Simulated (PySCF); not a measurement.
# Core-level binding energies of (NaSH)3 ring

Species: (NaSH)3 ring, H₃Na₃S₃.
Bonds: Na1–S2, Na1–S6, S2–Na3, Na3–S4, S4–Na5, Na5–S6. Hydrogens: H7 on S2; H8 on S4; H9 on S6.

Method used: delta-SCF UKS SCAN, pcX-2 on the ionised atom, pcseg-1 elsewhere, spin-free X2C (PySCF). These are vertical core ionisation energies against the vacuum level, from separate self-consistent calculations with and without the core hole.

Task: What binding energy does each computed site have?

Result: 
```tsv
atom(s)	environment	level	binding energy (eV)	count
Na1/Na3	sodium bonded to 2 S	Na 1s	1078.09	2
S2/S4/S6	sulfur bonded to 2 Na and H	S 1s	2475.33	3
```

Task: Which photon wavelength matches the S 1s of S2/S4/S6 threshold?

Result: λ = hc/E = 12398.42 eV Å / 2475.33 eV = 5.009 Å.

Topologically equivalent atoms share the value of their first member; where this conformer doesn't relate them by symmetry, their own values could differ. The list is incomplete; no value stands for Na 1s of Na5. Geometry: PBE0-D3(BJ)/def2-SVP, one conformer, isolated molecule.

The run took 14 s on one thread, Arm Neoverse V1, no GPU (shared host).
